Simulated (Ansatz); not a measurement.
C₂H₆BFO (`BOC(C)F`), relaxed with RKS PBE-D4/def2-SVP in the Gaussian-basis code of Ansatz from a rough embedded geometry. The force threshold is 0.03 eV/Å; the program also tests the step.

Charge 0, multiplicity 1.

Start:

```xyz
11

B    -1.504   -1.060    0.833
O    -0.419   -0.932   -0.059
C     0.047    0.387    0.051
C     1.414    0.461   -0.818
F    -0.840    1.273   -0.506
H    -2.665   -0.903    0.475
H    -1.357   -1.456    1.949
H     0.320    0.655    1.050
H     1.733    1.533   -0.760
H     1.170    0.235   -1.855
H     2.103   -0.192   -0.360
```

```
step  energy (eV)  largest force (eV/Å)  largest move (Å)
   1   -7597.1709                 4.658             0.000
   2   -7597.5237                 1.839             0.132
   3   -7597.6924                 0.750             0.187
   4   -7597.8567                 0.844             0.200
   5   -7598.0165                 0.721             0.195
   6   -7598.1610                 0.695             0.194
   7   -7598.2682                 0.376             0.200
   8   -7598.3065                 0.225             0.200
   9   -7598.3077                 0.243             0.055
  10   -7598.3081                 0.173             0.029
  11   -7598.3120                 0.165             0.043
  12   -7598.3135                 0.166             0.024
  13   -7598.3146                 0.051             0.022
  14   -7598.3150                 0.046             0.052
  15   -7598.3156                 0.047             0.015
  16   -7598.3158                 0.059             0.030
  17   -7598.3160                 0.032             0.022
  18   -7598.3161                 0.025             0.017
```

End:

```xyz
11

B    -1.530   -1.114    0.764
O    -0.805   -0.523   -0.219
C     0.076    0.553    0.049
C     1.326    0.409   -0.788
F    -0.582    1.717   -0.291
H    -2.290   -1.996    0.419
H    -1.386   -0.762    1.925
H     0.285    0.595    1.144
H     1.994    1.275   -0.624
H     1.046    0.363   -1.859
H     1.867   -0.519   -0.520
```

It took 16 s on 4 threads of an Arm Neoverse V2 on a shared host, with 0.15 GiB of host memory at the peak.
